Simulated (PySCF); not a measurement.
Scan of Cl3 (anion, charge -1), singlet: symmetric bend, bond length relaxed. Scanned: Cl-Cl-Cl angle. Other coordinates (Cl-Cl bond length) were minimised at PBE0/def2-TZVP.

The free coordinates were minimised at PBE0/def2-TZVP in PySCF; the energy column is CCSD(T) on RHF/aug-cc-pVDZ, 15 core orbitals frozen in PySCF 2.14.0, in kcal/mol.

| a / ° | Cl-Cl bond length / Å | E |
|---|---|---|
| 180 | 2.302 | 0.0 |
| 170 | 2.307 | 0.9 |
| 160 | 2.319 | 3.6 |
| 150 | 2.340 | 7.7 |
| 140 | 2.369 | 13.0 |
| 130 | 2.405 | 18.9 |
| 120 | 2.448 | 25.0 |
| 110 | 2.496 | 30.7 |
| 100 | 2.550 | 35.4 |
| 90 | 2.606 | 38.9 |
| 80 | 2.565 | 44.2 |
